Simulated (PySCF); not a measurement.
Species: C2H7NOSi.
Numbering: `[CH3:1]/[CH:2]=[N:3]/[SiH2:4][OH:5]` (hydrogens: H6, H7, H8 on C1; H9 on C2; H10, H11 on Si4; H12 on O5)

Computed by this run: PBE0-D3(BJ)/def2-SVP geometry optimisation, gas phase (PySCF); density fitting, grid level 1; the optimiser is geomeTRIC in internal coordinates, started from a GFN2-xTB structure with every atom displaced at random (about 0.01 Å).

Step 2: E = -13587.3228 eV
```
atom  x, y, z in Å  |  force x, y, z in eV/Å
C1      2.2363   -0.0140   -0.0736    0.004  -0.010  -0.051
C2      0.8296   -0.1749    0.4001   -0.010  -0.016   0.151
N3     -0.1828   -0.0397   -0.3433    0.003  -0.034  -0.163
Si4    -1.8688   -0.2124    0.0623    0.055  -0.029   0.069
O5     -2.6855    1.0826   -0.5727   -0.035   0.082   0.009
H6      2.7421    0.7830    0.4964   -0.005  -0.004   0.008
H7      2.8087   -0.9403    0.1070   -0.029   0.028   0.003
H8      2.2540    0.2276   -1.1446    0.002   0.004   0.004
H9      0.7384   -0.4276    1.4830    0.011   0.005   0.007
H10    -2.3233   -1.5064   -0.5290    0.020   0.000  -0.019
H11    -2.1442   -0.2023    1.5315   -0.007  -0.001  -0.005
H12    -2.3617    1.3899   -1.4252   -0.008  -0.026  -0.011
```

Step 3: E = -13587.3229 eV
```
atom  x, y, z in Å  |  force x, y, z in eV/Å
C1      2.2271   -0.0161   -0.0766    0.032   0.069   0.106
C2      0.8258   -0.1745    0.4128    0.084   0.069  -0.142
N3     -0.1731   -0.0480   -0.3516   -0.072  -0.068   0.033
Si4    -1.8562   -0.2165    0.0598   -0.097   0.007   0.037
O5     -2.6732    1.0879   -0.5595   -0.020   0.049   0.037
H6      2.7340    0.7893    0.4817    0.013  -0.009  -0.016
H7      2.7991   -0.9357    0.1151    0.073  -0.080   0.011
H8      2.2364    0.2105   -1.1513   -0.022  -0.002   0.033
H9      0.7322   -0.4089    1.4999   -0.016   0.007  -0.038
H10    -2.3132   -1.5003   -0.5510    0.006  -0.015   0.003
H11    -2.1396   -0.2124    1.5283    0.026  -0.027  -0.013
H12    -2.3567    1.3901   -1.4158   -0.006  -0.001  -0.053
```

**Question.** Estimate the geometry and energy of step 4. (The exact step hangs on the optimiser's Hessian estimate; all steps are aligned on step 3, rigid shifts and turns removed.)

**Answer.** E = -13587.3252 eV, largest force 0.087 eV/Å
```
atom  x, y, z in Å  |  force x, y, z in eV/Å
C1      2.2318   -0.0170   -0.0743   -0.007   0.055   0.054
C2      0.8257   -0.1723    0.4028    0.026   0.049  -0.062
N3     -0.1760   -0.0467   -0.3593    0.015  -0.056   0.009
Si4    -1.8578   -0.2159    0.0599   -0.083   0.016   0.023
O5     -2.6796    1.0879   -0.5560   -0.004   0.040   0.031
H6      2.7359    0.7873    0.4879    0.004  -0.007  -0.013
H7      2.8009   -0.9383    0.1225    0.048  -0.059   0.007
H8      2.2505    0.2093   -1.1486   -0.009   0.001   0.017
H9      0.7282   -0.4061    1.4894   -0.009   0.004  -0.018
H10    -2.3161   -1.5007   -0.5479    0.005  -0.011   0.002
H11    -2.1329   -0.2119    1.5297    0.025  -0.025  -0.010
H12    -2.3680    1.3900   -1.4144   -0.011  -0.007  -0.039
```

The energy changes by -0.0023 eV. The first-order estimate −F·Δx gives -0.0029 eV and the mean of the old and new forces, exact on a quadratic surface, -0.0022 eV. The step makes an angle of 72° with the force vector and moves no atom by more than 0.014 Å.

What follows is the cost of the whole optimisation. On one thread, Arm Neoverse N1 (aarch64), shared host with 64 logical CPUs at a one-minute load of 61, this took 86 s and 0.45 GiB of memory at its peak.
